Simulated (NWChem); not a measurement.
System: C2H7AlO; SMILES [CH3][Al]([CH3])[OH]

```xyz
11

Al     0.0480    -0.0045     0.0005
C     -0.9966    -1.6505    -0.0004
H     -0.3509    -2.5415    -0.0367
H     -1.6840    -1.6945    -0.8622
H     -1.6263    -1.7274     0.9025
C     -0.7557     1.7818     0.0002
H     -1.3599     1.9356    -0.9110
H     -0.0228     2.6025     0.0521
H     -1.4486     1.9002     0.8511
O      1.7484    -0.2125    -0.0005
H      2.3942     0.4954     0.0029
```
Atoms are numbered in this order, from 1.

Computed with NWChem. Pople sets run with spherical d functions. Coordinates come from a PBE0/def2-SVP optimisation. Vertical excitations in the gas phase.

Problem. Predict the results for CAM-B3LYP/6-31G*, TDA. Quantities: lowest excitation, singlet (eV); oscillator strength of that lowest state; lowest state with f > 0.02, singlet (eV); orbital gap (eV).

Solution. 
* **lowest excitation, singlet (eV)**: 6.28
* **oscillator strength of that lowest state**: 0.000
* **lowest state with f > 0.02, singlet (eV)**: 7.19
* **orbital gap (eV)**: 9.94
